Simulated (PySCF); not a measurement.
# Zn¹⁵⁺ (zinc, charge +15) across methods

[Ne] 3s2 3p3, high-spin 4S determinant. Calculation: PySCF 2.14, in an even-tempered Gaussian basis (19 s from 1.2 bohr⁻², ratio 2.5; 12 p from 1.6 bohr⁻², ratio 2.5; 5 d from 7.8 bohr⁻², ratio 2.7; 4 f from 12 bohr⁻², ratio 2.7); scalar relativity by spin-free X2C-1e.

```csv
method,E (hartree),mean ε 3s α (eV),mean ε 3s β (eV),mean ε 3p α (eV),Σ⟨r²⟩ (bohr²),⟨S²⟩
M06,-1684.983,-574.18,-558.81,-524.05,2.328,3.750
PBE,-1684.660,-566.35,-554.81,-519.01,2.333,3.750
PBE0,-1684.712,-574.01,-558.60,-524.05,2.333,3.750
UHF,-1684.25678,-595.72,-567.77,-537.92,2.338,3.750
r2SCAN,-1684.904,-570.32,-554.94,-520.88,2.334,3.750
r2SCANh,-1684.903,-572.93,-556.41,-522.68,2.335,3.750
LDA,-1681.760,-565.18,-554.91,-518.52,2.335,3.750
```
